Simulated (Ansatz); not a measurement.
A structure relaxed at PBE0-D4/def2-TZVP, charge 0, multiplicity 1:

Cartesian coordinates in Å:
```
N -0.635 1.167 0.663
Ta -0.153 -0.416 -0.384
O 1.343 -1.249 0.412
F -1.574 -1.647 -0.380
S 0.281 0.288 -2.382
H -0.746 1.159 1.668
H -0.755 2.100 0.298
H 2.238 -1.401 0.105
```

Problem. Give its formula and SMILES.

Solution. FH3NOSTa, `[NH2][Ta]([OH])([F])=[S]`.

Problem. Summarise the bond lengths by kind.

Solution. 1 × N–Ta 1.959 Å; 2 × H–N 1.008 to 1.011 Å; 1 × O–Ta 1.889 Å; 1 × F–Ta 1.879 Å; 1 × S–Ta 2.163 Å; 1 × H–O 0.958 Å.

Program: Ansatz 0.2.0.
